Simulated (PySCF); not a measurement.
**Ionising MgCd**

RHF-MP2; Mg def2-SVPD, Cd def2-SVPD with ECP28; scalar-relativistic core potentials (PySCF 2.14). Neutral (RHF): singlet (closed shell), Re = 3.856 Å, ωe = 41.0 cm⁻¹, De = 0.06 eV.

MgCd⁺ (ROHF): doublet (σ ↑), Re = 2.944 Å, ωe = 166 cm⁻¹, De = 0.80 eV to Mg⁺ + Cd. The energies at the minima are -366.78260 hartree for MgCd and -366.54727 for MgCd⁺.

(1) Work out the adiabatic ionisation energy, without and with harmonic zero-point energies (1 hartree = 27.2114 eV, 1 eV = 8065.5 cm⁻¹), and the change of the bond length.

Correlated steps freeze 1 core orbital. Weak bonds: MgCd. Basis-set superposition, not corrected here, can be much of De in a small basis, most of all at correlated wavefunction levels. Spin–orbit coupling is left out. For an ion De counts to the pair picked by the measured ionisation energies or electron affinities, which need not be the lowest pair at this level. States were picked by a PBE0 search and need not be the measured ground states.

Results:

(1) At MP2: 0.23533 hartree = 6.404 eV between the minima; the zero-point term (166.0 − 41.0)/2 cm⁻¹ = +0.008 eV makes it 6.411 eV. Re changes by -91.2 pm against the neutral. The electron leaves a σ orbital, and the shorter bond of the ion fits an antibonding orbital, or a change in how ionic the bond is.
